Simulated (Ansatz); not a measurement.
Ansatz (a first-principles code) input (B3LYP-D3(BJ)/def2-TZVP):

Ansatz 0.2 input:
```yaml
crystal:
  periodic: [false, false, false]
  atoms:
    - {symbol: C, position_ang: [2.46003528, 0.22083630, 0.97021291]}
    - {symbol: C, position_ang: [1.24232539, 0.60964340, 0.13191540]}
    - {symbol: C, position_ang: [0.52992340, -0.59620046, -0.51834437]}
    - {symbol: C, position_ang: [-0.74866533, -0.28121610, -1.22391995]}
    - {symbol: C, position_ang: [-1.92437651, -0.01951273, -0.53228178]}
    - {symbol: C, position_ang: [-2.19396127, 0.01407411, 0.83211334]}
    - {symbol: H, position_ang: [2.95151029, 1.08923159, 1.42163885]}
    - {symbol: H, position_ang: [2.17107936, -0.45562581, 1.78050744]}
    - {symbol: H, position_ang: [3.20563116, -0.30425582, 0.36195226]}
    - {symbol: H, position_ang: [0.51318065, 1.13787097, 0.75139385]}
    - {symbol: H, position_ang: [1.54048800, 1.30634736, -0.65927618]}
    - {symbol: H, position_ang: [0.34433795, -1.32573213, 0.29297813]}
    - {symbol: H, position_ang: [1.24589925, -1.07997913, -1.20088047]}
    - {symbol: H, position_ang: [-0.73845793, -0.21221139, -2.30622383]}
    - {symbol: H, position_ang: [-2.78674860, 0.19311837, -1.17173343]}
    - {symbol: H, position_ang: [-3.20771265, 0.14395823, 1.19236106]}
    - {symbol: H, position_ang: [-1.43089339, -0.17846956, 1.57910918]}
basis:
  gaussian:
    orbitals: def2-TZVP
hamiltonian:
  xc: b3lyp
  dispersion: d3bj
total_charge: -1
phonons: {temperatures: {t_min: 298.15, t_max: 298.15, t_step: 100}}
```

Output:

```
Functional definition: B3LYP
integrals: 0.19 GiB planned
1564 factors; their error is unknown
0.35 GiB of the device are held for the grids
1.47 GiB of device memory are held for the factors and their scratch space
mean field: 1.47 GiB planned
mean field evaluation 1: about -6390.6826 eV, gradient 7.0e1 eV
mean field evaluation 2: about -6354.3857 eV, gradient 1.1e2 eV
mean field evaluation 4: about -6402.9257 eV, gradient 8.2e0 eV
mean field evaluation 8: about -6403.1383 eV, gradient 2.1e-1 eV
mean field evaluation 16: about -6403.1067 eV, gradient 1.0e-3 eV
mean field -6403.10671517 eV, -235.3098316010 hartree, gradient 3.6e-5 eV, S^2 0.000000; 0 other end points of the search recorded, 0 dependent functions left out
the calculation of the forces begins
reference -6403.10703822 eV, -235.3098434727 hartree; 24, 24 occupied and 228, 228 virtual orbitals, 1564 factors
these checks for a lower state are left out or cut short: stability, starts, cluster_reference, orbital_swaps, neighbouring_geometries, increment
integrals: 0.19 GiB planned
1564 factors; their error is unknown
0.35 GiB of the device are held for the grids
1.47 GiB of device memory are held for the factors and their scratch space
mean field: 1.47 GiB planned
mean field -6403.10662263 eV, -235.3098282000 hartree, gradient 2.4e-6 eV, S^2 0.000000; 0 other end points of the search recorded, 0 dependent functions left out
the calculation of the forces begins
reference -6403.10694567 eV, -235.3098400715 hartree; 24, 24 occupied and 228, 228 virtual orbitals, 1564 factors
these checks for a lower state are left out or cut short: stability, starts, cluster_reference, orbital_swaps, neighbouring_geometries, increment
integrals: 0.19 GiB planned
1564 factors; their error is unknown
0.35 GiB of the device are held for the grids
1.47 GiB of device memory are held for the factors and their scratch space
mean field: 1.47 GiB planned
mean field evaluation 32: about -6403.1065 eV, gradient 5.2e-4 eV
mean field -6403.10651481 eV, -235.3098242378 hartree, gradient 2.4e-6 eV, S^2 0.000000; 0 other end points of the search recorded, 0 dependent functions left out
the calculation of the forces begins
reference -6403.10683786 eV, -235.3098361097 hartree; 24, 24 occupied and 228, 228 virtual orbitals, 1564 factors
these checks for a lower state are left out or cut short: stability, starts, cluster_reference, orbital_swaps, neighbouring_geometries, increment
integrals: 0.19 GiB planned
1564 factors; their error is unknown
0.35 GiB of the device are held for the grids
1.47 GiB of device memory are held for the factors and their scratch space
mean field: 1.47 GiB planned
mean field -6403.10656221 eV, -235.3098259797 hartree, gradient 2.4e-6 eV, S^2 0.000000; 0 other end points of the search recorded, 0 dependent functions left out
the calculation of the forces begins
reference -6403.10688524 eV, -235.3098378509 hartree; 24, 24 occupied and 228, 228 virtual orbitals, 1564 factors
these checks for a lower state are left out or cut short: stability, starts, cluster_reference, orbital_swaps, neighbouring_geometries, increment
integrals: 0.19 GiB planned
1564 factors; their error is unknown
0.35 GiB of the device are held for the grids
1.47 GiB of device memory are held for the factors and their scratch space
mean field: 1.47 GiB planned
mean field -6403.10653976 eV, -235.3098251545 hartree, gradient 2.4e-6 eV, S^2 0.000000; 0 other end points of the search recorded, 0 dependent functions left out
[...]
reference -6403.10696508 eV, -235.3098407847 hartree; 24, 24 occupied and 228, 228 virtual orbitals, 1564 factors
these checks for a lower state are left out or cut short: stability, starts, cluster_reference, orbital_swaps, neighbouring_geometries, increment
integrals: 0.19 GiB planned
1564 factors; their error is unknown
0.35 GiB of the device are held for the grids
1.47 GiB of device memory are held for the factors and their scratch space
mean field: 1.47 GiB planned
mean field evaluation 672: about -6403.1067 eV, gradient 2.4e-6 eV
mean field -6403.10671323 eV, -235.3098315295 hartree, gradient 2.4e-6 eV, S^2 0.000000; 0 other end points of the search recorded, 0 dependent functions left out
the calculation of the forces begins
reference -6403.10703626 eV, -235.3098434009 hartree; 24, 24 occupied and 228, 228 virtual orbitals, 1564 factors
these checks for a lower state are left out or cut short: stability, starts, cluster_reference, orbital_swaps, neighbouring_geometries, increment
integrals: 0.19 GiB planned
1564 factors; their error is unknown
0.35 GiB of the device are held for the grids
1.47 GiB of device memory are held for the factors and their scratch space
mean field: 1.47 GiB planned
mean field -6403.10670916 eV, -235.3098313802 hartree, gradient 2.4e-6 eV, S^2 0.000000; 0 other end points of the search recorded, 0 dependent functions left out
the calculation of the forces begins
reference -6403.10703222 eV, -235.3098432522 hartree; 24, 24 occupied and 228, 228 virtual orbitals, 1564 factors
these checks for a lower state are left out or cut short: stability, starts, cluster_reference, orbital_swaps, neighbouring_geometries, increment
integrals: 0.19 GiB planned
1564 factors; their error is unknown
0.35 GiB of the device are held for the grids
1.47 GiB of device memory are held for the factors and their scratch space
mean field: 1.47 GiB planned
mean field -6403.10670611 eV, -235.3098312680 hartree, gradient 2.4e-6 eV, S^2 0.000000; 0 other end points of the search recorded, 0 dependent functions left out
the calculation of the forces begins
reference -6403.10702915 eV, -235.3098431394 hartree; 24, 24 occupied and 228, 228 virtual orbitals, 1564 factors
these checks for a lower state are left out or cut short: stability, starts, cluster_reference, orbital_swaps, neighbouring_geometries, increment
integrals: 0.19 GiB planned
1564 factors; their error is unknown
0.35 GiB of the device are held for the grids
1.47 GiB of device memory are held for the factors and their scratch space
mean field: 1.47 GiB planned
mean field -6403.10667324 eV, -235.3098300599 hartree, gradient 2.4e-6 eV, S^2 0.000000; 0 other end points of the search recorded, 0 dependent functions left out
the calculation of the forces begins
reference -6403.10699629 eV, -235.3098419319 hartree; 24, 24 occupied and 228, 228 virtual orbitals, 1564 factors
these checks for a lower state are left out or cut short: stability, starts, cluster_reference, orbital_swaps, neighbouring_geometries, increment
integrals: 0.19 GiB planned
1564 factors; their error is unknown
0.35 GiB of the device are held for the grids
1.47 GiB of device memory are held for the factors and their scratch space
mean field: 1.47 GiB planned
mean field -6403.10662098 eV, -235.3098281395 hartree, gradient 2.4e-6 eV, S^2 0.000000; 0 other end points of the search recorded, 0 dependent functions left out
the calculation of the forces begins
reference -6403.10694401 eV, -235.3098400105 hartree; 24, 24 occupied and 228, 228 virtual orbitals, 1564 factors
these checks for a lower state are left out or cut short: stability, starts, cluster_reference, orbital_swaps, neighbouring_geometries, increment
integrals: 0.19 GiB planned
1564 factors; their error is unknown
0.35 GiB of the device are held for the grids
1.47 GiB of device memory are held for the factors and their scratch space
mean field: 1.47 GiB planned
mean field evaluation 704: about -6403.1067 eV, gradient 5.2e-4 eV
mean field -6403.10668904 eV, -235.3098306408 hartree, gradient 2.4e-6 eV, S^2 0.000000; 0 other end points of the search recorded, 0 dependent functions left out
the calculation of the forces begins
reference -6403.10701211 eV, -235.3098425132 hartree; 24, 24 occupied and 228, 228 virtual orbitals, 1564 factors
these checks for a lower state are left out or cut short: stability, starts, cluster_reference, orbital_swaps, neighbouring_geometries, increment
integrals: 0.19 GiB planned
1564 factors; their error is unknown
0.35 GiB of the device are held for the grids
1.47 GiB of device memory are held for the factors and their scratch space
mean field: 1.47 GiB planned
mean field -6403.10670762 eV, -235.3098313234 hartree, gradient 2.4e-6 eV, S^2 0.000000; 0 other end points of the search recorded, 0 dependent functions left out
the calculation of the forces begins
reference -6403.10703064 eV, -235.3098431943 hartree; 24, 24 occupied and 228, 228 virtual orbitals, 1564 factors
these checks for a lower state are left out or cut short: stability, starts, cluster_reference, orbital_swaps, neighbouring_geometries, increment
integrals: 0.19 GiB planned
1564 factors; their error is unknown
0.35 GiB of the device are held for the grids
1.47 GiB of device memory are held for the factors and their scratch space
mean field: 1.47 GiB planned
mean field -6403.10671100 eV, -235.3098314475 hartree, gradient 2.4e-6 eV, S^2 0.000000; 0 other end points of the search recorded, 0 dependent functions left out
the calculation of the forces begins
reference -6403.10703407 eV, -235.3098433202 hartree; 24, 24 occupied and 228, 228 virtual orbitals, 1564 factors
these checks for a lower state are left out or cut short: stability, starts, cluster_reference, orbital_swaps, neighbouring_geometries, increment
integrals: 0.19 GiB planned
1564 factors; their error is unknown
0.35 GiB of the device are held for the grids
1.47 GiB of device memory are held for the factors and their scratch space
mean field: 1.47 GiB planned
mean field -6403.10669434 eV, -235.3098308352 hartree, gradient 2.4e-6 eV, S^2 0.000000; 0 other end points of the search recorded, 0 dependent functions left out
the calculation of the forces begins
reference -6403.10701742 eV, -235.3098427084 hartree; 24, 24 occupied and 228, 228 virtual orbitals, 1564 factors
these checks for a lower state are left out or cut short: stability, starts, cluster_reference, orbital_swaps, neighbouring_geometries, increment
integrals: 0.19 GiB planned
1564 factors; their error is unknown
0.35 GiB of the device are held for the grids
1.47 GiB of device memory are held for the factors and their scratch space
mean field: 1.47 GiB planned
mean field -6403.10661995 eV, -235.3098281017 hartree, gradient 2.4e-6 eV, S^2 0.000000; 0 other end points of the search recorded, 0 dependent functions left out
the calculation of the forces begins
reference -6403.10694296 eV, -235.3098399721 hartree; 24, 24 occupied and 228, 228 virtual orbitals, 1564 factors
Total energy: -6403.71276413 eV, -235.3321034894 hartree
Atom 0 at     2.460035     0.220836     0.970213 Å, force    -0.000019    -0.000058     0.000123 eV/Å
Atom 1 at     1.242325     0.609643     0.131915 Å, force     0.000774     0.000109     0.000070 eV/Å
Atom 2 at     0.529923    -0.596200    -0.518344 Å, force    -0.000621    -0.000448    -0.000562 eV/Å
Atom 3 at    -0.748665    -0.281216    -1.223920 Å, force    -0.000325     0.000056     0.000437 eV/Å
Atom 4 at    -1.924377    -0.019513    -0.532282 Å, force     0.000326    -0.000034    -0.000703 eV/Å
Atom 5 at    -2.193961     0.014074     0.832113 Å, force    -0.000051    -0.000035     0.000566 eV/Å
Atom 6 at     2.951510     1.089232     1.421639 Å, force     0.000149     0.000009    -0.000014 eV/Å
Atom 7 at     2.171079    -0.455626     1.780507 Å, force     0.000079     0.000010    -0.000006 eV/Å
Atom 8 at     3.205631    -0.304256     0.361952 Å, force    -0.000124     0.000018     0.000007 eV/Å
Atom 9 at     0.513181     1.137871     0.751394 Å, force    -0.000466    -0.000347     0.000134 eV/Å
Atom 10 at     1.540488     1.306347    -0.659276 Å, force    -0.000135     0.000050     0.000107 eV/Å
Atom 11 at     0.344338    -1.325732     0.292978 Å, force     0.000340     0.000192     0.000140 eV/Å
Atom 12 at     1.245899    -1.079979    -1.200880 Å, force     0.000054     0.000389     0.000103 eV/Å
Atom 13 at    -0.738458    -0.212211    -2.306224 Å, force     0.000094    -0.000374    -0.000229 eV/Å
Atom 14 at    -2.786749     0.193118    -1.171733 Å, force    -0.000057     0.000232     0.000220 eV/Å
Atom 15 at    -3.207713     0.143958     1.192361 Å, force    -0.000065    -0.000060    -0.000080 eV/Å
Atom 16 at    -1.430893    -0.178470     1.579109 Å, force     0.000046     0.000290    -0.000313 eV/Å
Dipole moment:     1.081852     0.110941     0.064085 e Å
Vibrations: 76.08 113.35 169.49 230.28 261.18 311.63 350.12 427.49 456.25 611.86 641.60 747.23 845.01 865.71 938.59 952.92 1009.84 1031.35 1096.07 1102.37 1179.38 1258.82 1269.32 1295.65 1322.39 1348.90 1385.67 1401.55 1453.90 1476.42 1486.51 1491.53 1500.52 1568.04 2865.38 2939.12 2990.53 3002.80 3022.75 3030.14 3049.56 3064.64 3108.05 3131.44 3173.66 cm⁻¹, zero-point energy 4.032900 eV
```

It need not be the lowest isomer of its formula. Whether it binds its extra electron was not tested at this geometry.
